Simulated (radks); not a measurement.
Results of a calculation; reference values are marked as such.
Charge is removed step by step from the 3d down level of Co+, starting from [Ar] 3d(up 5, down 3). Level of theory: scalar-relativistic Kohn-Sham, PBE, spin-polarised, spherical densities, finite nucleus; Fermi nuclear charge, rms radius 3.7875 fm (a radial shooting solver on a logarithmic mesh with Libxc functionals).

removed (e) = 0: E - E(0) (eV) 0.000; eigenvalue (eV) -11.246; E minus straight line (eV) 0.000
removed (e) = 0.25: E - E(0) (eV) 3.203; eigenvalue (eV) -14.421; E minus straight line (eV) -1.291
removed (e) = 0.5: E - E(0) (eV) 7.230; eigenvalue (eV) -17.831; E minus straight line (eV) -1.758
removed (e) = 0.75: E - E(0) (eV) 12.137; eigenvalue (eV) -21.460; E minus straight line (eV) -1.345
removed (e) = 1: E - E(0) (eV) 17.976; eigenvalue (eV) -25.291; E minus straight line (eV) 0.000

Removing the whole electron costs 17.976 eV by Delta-SCF, against 11.246 eV from minus the eigenvalue at the starting occupation. Slater's transition state (half an electron removed) gives 17.831 eV. Integrating minus the eigenvalue over the occupation (Janak's theorem) gives 17.977 eV. In this scalar-relativistic scheme the density is built from large components alone, so the theorem holds only approximately. The mean slope of the eigenvalue, de/dn, is 14.0 eV per electron. Ionisation energy of Co+ in the NIST Atomic Spectra Database: 17.084 eV (measured).
